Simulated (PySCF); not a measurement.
PySCF input for tetraarsenic (As4), SMILES [As]12[As]3[As]2[As]13, B3LYP-D3(BJ)/def2-SVP. The structure is a stationary point at B3LYP-D3(BJ)/def2-SVP.

```python
import numpy as np
from pyscf import gto, scf, dft
from pyscf.hessian import thermo

mol = gto.M(
    atom='''
    As   -0.87021866    0.87021866   -0.87021866
    As    0.87021866    0.87021865    0.87021866
    As    0.87021865   -0.87021866   -0.87021866
    As   -0.87021865   -0.87021865    0.87021867
    ''',
    basis='def2-SVP',
    charge=0,
    spin=0,
    max_memory=1600,
    verbose=3,
)
mf = dft.RKS(mol, xc='b3lyp').density_fit(auxbasis='def2-universal-jkfit')
mf.disp = 'd3bj'
mf.grids.level = 3
mf.conv_tol = 1e-11
mf.max_cycle = 100
mf.kernel()

# [left out here: the lines that compute and print the analytic Hessian (its translational invariance restored by hand, since the grid's response is missing), thermochemistry and intensities]
```

Output:

```
converged SCF energy = -8942.68017904907

WARN: DFTD3 does not support analytical Hessian, using finite difference


WARN: Mole.unit (angstrom) is changed to Bohr

Mode                                 0                   1                   2
Irrep
Freq [cm^-1]                      203.8748            203.8748            260.1041
Reduced mass [au]                  74.9216             74.9216             74.9216
Force const [Dyne/A]                1.8348              1.8348              2.9864
Char temp [K]                     293.3304            293.3304            374.2319
Normal mode                   x     y     z       x     y     z       x     y     z
       0  As                -0.01 -0.05 -0.03    0.04  0.01 -0.04    0.05 -0.04  0.05
       1  As                 0.01 -0.05  0.03   -0.04  0.01  0.04   -0.01  0.04 -0.01
       2  As                 0.01  0.05 -0.03   -0.04 -0.01 -0.04    0.01  0.00 -0.05
       3  As                -0.01  0.05  0.03    0.04 -0.01  0.04   -0.05 -0.00  0.01
Mode                                 3                   4                   5
Irrep
Freq [cm^-1]                      260.1041            260.1042            351.2236
Reduced mass [au]                  74.9216             74.9216             74.9216
Force const [Dyne/A]                2.9864              2.9864              5.4453
Char temp [K]                     374.2320            374.2320            505.3326
Normal mode                   x     y     z       x     y     z       x     y     z
       0  As                 0.02  0.03 -0.02   -0.01  0.03  0.02   -0.03  0.03 -0.03
       1  As                -0.01 -0.03 -0.05   -0.06 -0.03 -0.02    0.03  0.03  0.03
       2  As                 0.01  0.05  0.02    0.06 -0.04 -0.02    0.03 -0.03 -0.03
       3  As                -0.02 -0.05  0.05    0.01  0.04  0.02   -0.03 -0.03  0.03
temperature 298.1500 [K]
pressure 101325.00 [Pa]
Rotational constants [GHz] 1.11343 1.11343 1.11343
Symmetry number 12
Zero-point energy (ZPE) 0.00351 [Eh]   9206.972 [J/mol]
                           tot       elec      trans        rot        vib
Entropy [J/mol/K]       327.291      0.000    179.869    104.161     43.261
Cv [J/mol/K]             68.785      0.000     12.472     12.472     43.842
Cp [J/mol/K]             77.100      0.000     20.786     12.472     43.842
Internal energy [J/mol]                      3718.434   3718.434  16785.848
Internal energy [Eh]   -8942.67095  -8942.68018
Enthalpy [J/mol]                             6197.391   3718.434  16785.848
Enthalpy [Eh]          -8942.67001
Gibbs free energy [J/mol]                  -47430.427 -27337.312   3887.619
Gibbs free energy [Eh] -8942.70718
mode   freq/cm-1   IR/(km/mol)
   1      203.87         0.000
   2      203.87         0.000
   3      260.10         0.372
   4      260.10         0.372
   5      260.10         0.372
   6      351.22         0.000
max |gradient| / (hartree/bohr): 3.8307998042883185e-05
APT charges: [0. 0. 0. 0.]
```

The run converged.
